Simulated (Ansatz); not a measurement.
```yaml
crystal:
  periodic: [false, false, false]
  atoms:
    - {symbol: C, position_ang: [-0.559171, -2.494937, 2.827811]}
    - {symbol: C, position_ang: [1.310225, -0.808290, 1.440770]}
    - {symbol: C, position_ang: [2.976456, -2.342745, -0.328990]}
    - {symbol: O, position_ang: [0.059514, 1.072311, 0.132049]}
    - {symbol: Mg, position_ang: [-1.686910, 3.217880, -1.732148]}
    - {symbol: N, position_ang: [-3.524304, 5.548108, -3.688048]}
    - {symbol: H, position_ang: [0.408192, -3.937955, 3.946839]}
    - {symbol: H, position_ang: [-1.795691, -3.446875, 1.470055]}
    - {symbol: H, position_ang: [-1.735388, -1.368659, 4.096448]}
    - {symbol: H, position_ang: [2.549089, 0.068482, 2.871328]}
    - {symbol: H, position_ang: [1.812779, -3.290626, -1.752265]}
    - {symbol: H, position_ang: [4.047793, -3.781703, 0.696700]}
    - {symbol: H, position_ang: [4.313775, -1.108587, -1.303671]}
    - {symbol: H, position_ang: [-3.114166, 7.393569, -3.930381]}
    - {symbol: H, position_ang: [-5.103769, 5.184218, -4.690938]}
basis:
  gaussian: {orbitals: def2-TZVPP, fitting: {mean_field: cc-pVTZ-jkfit}}
total_charge: -1
magnetization: {spin_polarized: true, initial_magnetization: 1}
hamiltonian: {xc: {name: HF}}
output: {forces: true}
```

```sh
$ ansatz run in.yaml --threads 4 --pin off --events-out ev --progress --plain --max-ram 11315MiB
```

How does Ansatz answer? (Estimate.)

The calculation gave: The input was rejected before any iteration.
```
Functional definition: HF
Error: <dir> the basis set cc-pVTZ-JKFIT has no functions for Mg
```
